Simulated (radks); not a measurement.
Lu3+, configuration [Xe] 4f14. Calculated with a radial shooting solver on a logarithmic mesh with Libxc functionals: Dirac Kohn-Sham, XLYP, spin-unpolarised, spherical densities, finite nucleus; Fermi nuclear charge, rms radius 5.37 fm. Some entries of the table are withheld. Estimate them.

orbital,occ.,eigenvalue (eV),<r^2> (bohr^2),<r> (bohr)
1s1/2,2,-63181.25,0.0005122,0.01932
2s1/2,2,-10770.90,0.007861,0.08124
2p1/2,2,(1),0.005640,0.06740
2p3/2,4,(2),0.006849,0.07501
3s1/2,2,-2461.026,0.05159,0.2122
3p1/2,2,-2245.079,0.04752,0.2020
3p3/2,4,-2006.635,0.05423,0.2162
3d3/2,4,-1639.350,(3),(4)
3d5/2,6,-1587.285,(5),(6)
4s1/2,2,-510.8911,0.2582,(7)
4p1/2,2,(8),0.2681,0.4850
4p3/2,4,(9),0.3052,0.5177
4d3/2,4,-223.8525,0.3401,0.5410
4d5/2,6,-213.9492,0.3547,0.5526
5s1/2,2,-87.3894,1.532,1.167
5p1/2,2,-62.8722,1.920,1.301
5p3/2,4,-55.7953,2.242,1.406
4f5/2,6,-36.8647,0.6606,(10)
4f7/2,8,-35.3357,0.6907,(11)

Answer. 
(1) 2p1/2 eigenvalue (eV): -10283.71
(2) 2p3/2 eigenvalue (eV): -9165.734
(3) 3d3/2 <r^2> (bohr^2): 0.04235
(4) 3d3/2 <r> (bohr): 0.1898
(5) 3d5/2 <r^2> (bohr^2): 0.04420
(6) 3d5/2 <r> (bohr): 0.1942
(7) 4s1/2 <r> (bohr): 0.4779
(8) 4p1/2 eigenvalue (eV): -422.9092
(9) 4p3/2 eigenvalue (eV): -368.6430
(10) 4f5/2 <r> (bohr): 0.7098
(11) 4f7/2 <r> (bohr): 0.7243
